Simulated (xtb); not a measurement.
CH5Si (SMILES [CH2][SiH3]), doublet, from a rough starting geometry; GFN2-xTB run with xtb 6.7.1.

The xtb input:
```
$ xtb mol.xyz --gfn 2 --uhf 1 --opt vtight --json

# file mol.xyz
7

C      1.07509792    -0.11542973    -0.05422234
Si    -0.73536759     0.04387396    -0.00941958
H      1.73827004     0.69604123    -0.00855603
H      1.55416250    -1.08990806     0.03414325
H     -1.29124169    -0.38965744     1.23495932
H     -1.04193097     1.51942181    -0.22423742
H     -1.35757778    -0.75862152    -1.09452502
```

The log (banner, timings and long lists left out):

```
   ID    Z sym.   atoms
    1    6 C      1
    2   14 Si     2
    3    1 H      3-7

           -------------------------------------------------
          |                Calculation Setup                |
           -------------------------------------------------

           -------------------------------------------------
          |                 G F N 2 - x T B                 |
           -------------------------------------------------

          ...................................................
          :                      SETUP                      :
          :.................................................:
          :  # basis functions                  19          :
          :  # atomic orbitals                  18          :
          :  # shells                           10          :
          :  # electrons                        13          :
          :  max. iterations                   250          :
          :  Hamiltonian                  GFN2-xTB          :
          :  restarted?                      false          :
          :  GBSA solvation                  false          :
          :  PC potential                    false          :
          :  electronic temp.          300.0000000     K    :
          :  accuracy                    1.0000000          :
          :  -> integral cutoff          0.2500000E+02      :
          :  -> integral neglect         0.1000000E-07      :
          :  -> SCF convergence          0.1000000E-05 Eh   :
          :  -> wf. convergence          0.1000000E-03 e    :
          :  Broyden damping             0.4000000          :
          :  net charge                          0          :
          :  unpaired electrons                  1          :
          ...................................................

 iter      E             dE          RMSdq      gap      omega  full diag
   1     -6.3463871 -0.634639E+01  0.580E+00    4.66       0.0  T
   2     -6.4050148 -0.586277E-01  0.273E+00    4.40       1.0  T
   3     -6.4055775 -0.562696E-03  0.158E+00    4.92       1.0  T
   4     -6.4066865 -0.110900E-02  0.686E-01    4.66       1.0  T
   5     -6.4066848  0.161574E-05  0.418E-01    4.74       1.0  T
   6     -6.4067556 -0.707563E-04  0.132E-01    4.69       1.0  T
   7     -6.4067610 -0.535882E-05  0.380E-02    4.67       1.0  T
   8     -6.4067625 -0.150528E-05  0.101E-02    4.67       3.7  T
   9     -6.4067627 -0.233085E-06  0.320E-03    4.67      11.8  T
  10     -6.4067627 -0.725013E-08  0.540E-04    4.67      69.9  T
  11     -6.4067627 -0.495045E-09  0.874E-05    4.67     432.4  T

   *** convergence criteria satisfied after 11 iterations ***

         :::::::::::::::::::::::::::::::::::::::::::::::::::::
         ::                     SUMMARY                     ::
         :::::::::::::::::::::::::::::::::::::::::::::::::::::
         :: total energy              -6.320273436554 Eh    ::
         :: gradient norm              0.050465531529 Eh/a0 ::
         :: HOMO-LUMO gap              4.667195011430 eV    ::
         ::.................................................::
         :: SCC energy                -6.406762261339 Eh    ::
         :: -> isotropic ES            0.010306389405 Eh    ::
         :: -> anisotropic ES          0.003546385771 Eh    ::
         :: -> anisotropic XC          0.007159894408 Eh    ::
         :: -> dispersion             -0.002726860189 Eh    ::
         :: repulsion energy           0.086488824785 Eh    ::
         :: add. restraining           0.000000000000 Eh    ::
         :: total charge               0.000000000000 e     ::
         :::::::::::::::::::::::::::::::::::::::::::::::::::::

      -----------------------------------------------------------
     |                   =====================                   |
     |                        A N C O P T                        |
     |                   =====================                   |
[...]
 * total energy  :    -6.3202734 Eh     change       -0.4987122E-11 Eh
 * total energy  :    -6.3228954 Eh     change       -0.2621945E-02 Eh
 * total energy  :    -6.3230838 Eh     change       -0.1884071E-03 Eh
 * total energy  :    -6.3231003 Eh     change       -0.1650573E-04 Eh
 * total energy  :    -6.3231008 Eh     change       -0.4756548E-06 Eh
 * total energy  :    -6.3231008 Eh     change       -0.6030891E-07 Eh
   *** GEOMETRY OPTIMIZATION CONVERGED AFTER 6 ITERATIONS ***
         :: total energy              -6.323100830499 Eh    ::
[...]

    * Orbital Energies and Occupations

         #    Occupation            Energy/Eh            Energy/eV
      -------------------------------------------------------------
         1        2.0000           -0.7051780             -19.1889
         2        2.0000           -0.5542121             -15.0809
         3        2.0000           -0.4734273             -12.8826
         4        2.0000           -0.4212381             -11.4625
         5        2.0000           -0.4172586             -11.3542
         6        2.0000           -0.4158529             -11.3159
         7        1.0000           -0.3392611              -9.2318 (HOMO)
         8                         -0.1655466              -4.5048 (LUMO)
         9                         -0.1591690              -4.3312
        10                         -0.1511865              -4.1140
        11                         -0.0611680              -1.6645
        12                         -0.0352548              -0.9593
        13                          0.1697184               4.6183
        14                          0.2858452               7.7782
        15                          0.4094118              11.1407
        16                          0.6058917              16.4872
        17                          0.6867001              18.6861
        18                          0.6898242              18.7711
      -------------------------------------------------------------
                  HL-Gap            0.1737145 Eh            4.7270 eV
             Fermi-level           -0.3149804 Eh           -8.5711 eV

     #   Z          covCN         q      C6AA      α(0)
     1   6 C        2.733    -0.177    32.607     9.349
     2  14 Si       3.633     0.416    99.789    19.162
     3   1 H        0.926     0.042     2.426     2.436
     4   1 H        0.926     0.039     2.465     2.455
     5   1 H        0.916    -0.101     5.602     3.702
     6   1 H        0.918    -0.114     6.074     3.854
     7   1 H        0.917    -0.104     5.706     3.736

 Mol. C6AA /au·bohr⁶  :        671.663110
 Mol. C8AA /au·bohr⁸  :      22615.586626
 Mol. α(0) /au        :         44.694451

Wiberg/Mayer (AO) data.
largest (>0.10) Wiberg bond orders for each atom

 ---------------------------------------------------------------------------
     #   Z sym  total        # sym  WBO       # sym  WBO       # sym  WBO
 ---------------------------------------------------------------------------
     1   6 C    3.235 --     2 Si   1.120     4 H    0.991     3 H    0.990
     2  14 Si   3.792 --     1 C    1.120     6 H    0.898     7 H    0.883
                             5 H    0.878
     3   1 H    0.998 --     1 C    0.990
     4   1 H    0.998 --     1 C    0.991
     5   1 H    0.989 --     2 Si   0.878
     6   1 H    0.987 --     2 Si   0.898
     7   1 H    0.989 --     2 Si   0.883
 ---------------------------------------------------------------------------

Topologies differ in total number of bonds
Writing topology from bond orders to xtbtopo.mol

molecular dipole:
                 x           y           z       tot (Debye)
 q only:        0.050      -0.024       0.010
   full:        0.190      -0.053       0.016       0.502
molecular quadrupole (traceless):
                xx          xy          yy          xz          yz          zz
 q only:        0.087       0.084       0.042      -0.024      -0.004      -0.129
  q+dip:        0.585       0.133       0.449      -0.048      -0.050      -1.034
   full:        0.404       0.035       0.255      -0.013      -0.033      -0.659

optimized geometry written to: xtbopt.xyz

           -------------------------------------------------
          | TOTAL ENERGY               -6.323100830499 Eh   |
          | GRADIENT NORM               0.000114566193 Eh/α |
          | HOMO-LUMO GAP               4.727011727675 eV   |
           -------------------------------------------------

normal termination of xtb
```
